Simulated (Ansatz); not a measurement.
Computed with Ansatz on PBE0-D4/def2-TZVP structures; ΔE is electronic, products minus reactants. CCSD(T)/CBS adds triple-zeta CCSD(T) − MP2 to the extrapolated MP2 energy (def2 sets, frozen cores). This one scheme is used for every species. DFT in def2-TZVPP. B3LYP here is the variant with VWN-RPA as its local correlation; programs differ in this. HSE06 is defined as in plane-wave codes. One conformer a species, not always the lowest.

Consider the ligand exchange at the Si–N bond: `[SiH3][SiH2]N[SiH2][SiH3]` + `BCS` → `BCS[SiH2][SiH3]` + `N[SiH2][SiH3]`.

Task: Is it downhill or uphill in electronic energy at CCSD(T)/CBS, and by how much? (Best estimate.)

Result: Computed: Downhill: ΔE = -8.4 kJ/mol.

Task: What do these levels give: BLYP-D4, r2SCAN0-D4, ωB97M-V, B3LYP, HSE06, CAM-B3LYP, RPA@PBE/def2-TZVPP, HF/def2-SVP, MP2/def2-SVP, CCSD/def2-TZVPP, CCSD(T)/def2-TZVPP, CCSD/CBS(def2)? (Estimate.)

Result: Computed: BLYP-D4 -8.2, r2SCAN0-D4 -10.9, ωB97M-V -6.7, B3LYP -9.3, HSE06 -15.2, CAM-B3LYP -4.5, RPA@PBE/def2-TZVPP -1.3, HF/def2-SVP -2.8, MP2/def2-SVP -6.4, CCSD/def2-TZVPP -3.4, CCSD(T)/def2-TZVPP -5.0, CCSD/CBS(def2) -6.8 kJ/mol.

Largest T1 diagnostic among the species: 0.013.

Leaving LDA and LC-ωPBE aside and taking each functional with its dispersion term where it has one, the values, not all of them listed here, spread over 13.3 kJ/mol, from PBE-D4 to CAM-B3LYP-D4. LDA lies +6.5 kJ/mol from PBE without D4. At CCSD(T), def2-SVP lies +4.6 kJ/mol from the extrapolated value and def2-TZVPP +3.4 kJ/mol. From BLYP to BHLYP (50 % exact exchange), in def2-TZVPP and without D4, ΔE moves by +6.1 kJ/mol.
